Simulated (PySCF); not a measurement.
# How the method moves the HOMO and LUMO of `O=C(O)C[SiH3]`

Species: C₂H₆O₂Si.
Z-matrix (Å and degrees, PBE0-D3(BJ)/def2-SVP geometry), rows numbered from 1:
```
O 
C   1  1.2030
O   2  1.3430  1  122.43
C   2  1.4956  1  125.49  3   177.91
Si  4  1.8995  2  112.63  1   -87.03
H   3  0.9697  2  106.12  1     0.22
H   4  1.0996  2  108.46  1    31.88
H   4  1.0999  2  110.62  1   152.10
H   5  1.4926  4  110.02  2   -60.81
H   5  1.4934  4  108.32  2   179.70
H   5  1.4914  4  110.04  2    59.95
```

Basis pcSseg-2 throughout (PySCF), one geometry. Isolated species at its PBE0-D3(BJ)/def2-SVP geometry (one conformer only).

Task: How do the orbital energies, the gap and the dipole change with the method?

Result: 
```json
{"method": "B97-2", "kind": "global hybrid", "HOMO (eV)": "-7.87", "LUMO (eV)": "-0.15", "gap (eV)": "7.72", "μ (D)": "1.75", "SCF cycles": "14"}
{"method": "PBE0", "kind": "global hybrid", "HOMO (eV)": "-8.17", "LUMO (eV)": "-0.10", "gap (eV)": "8.07", "μ (D)": "1.75", "SCF cycles": "14"}
{"method": "mPW1PW91", "kind": "global hybrid", "HOMO (eV)": "-8.20", "LUMO (eV)": "-0.12", "gap (eV)": "8.08", "μ (D)": "1.76", "SCF cycles": "14"}
{"method": "CAM-B3LYP", "kind": "range-separated hybrid", "HOMO (eV)": "-9.67", "LUMO (eV)": "0.89", "gap (eV)": "10.57", "μ (D)": "1.79", "SCF cycles": "13"}
{"method": "BHandHLYP", "kind": "global hybrid", "HOMO (eV)": "-9.78", "LUMO (eV)": "0.75", "gap (eV)": "10.52", "μ (D)": "1.85", "SCF cycles": "13"}
{"method": "wB97X-D", "kind": "range-separated hybrid", "HOMO (eV)": "-10.09", "LUMO (eV)": "1.71", "gap (eV)": "11.80", "μ (D)": "1.78", "SCF cycles": "14"}
{"method": "LC-wPBE", "kind": "range-separated hybrid", "HOMO (eV)": "-10.99", "LUMO (eV)": "2.07", "gap (eV)": "13.06", "μ (D)": "1.77", "SCF cycles": "15"}
```

The HOMO spans 3.12 eV, from B97-2 down to LC-wPBE, and the gap runs from 7.72 eV (B97-2) to 13.06 eV (LC-wPBE). Over the methods B97-2 (21 %), PBE0 (25 %), mPW1PW91 (25 %), BHandHLYP (50 %), a straight line through the gap against the share of exact exchange rises by 0.97 eV for each 10 % (correlation coefficient 1.000). The dipole ranges from 1.75 D (B97-2) to 1.85 D (BHandHLYP). This basis has no diffuse functions.
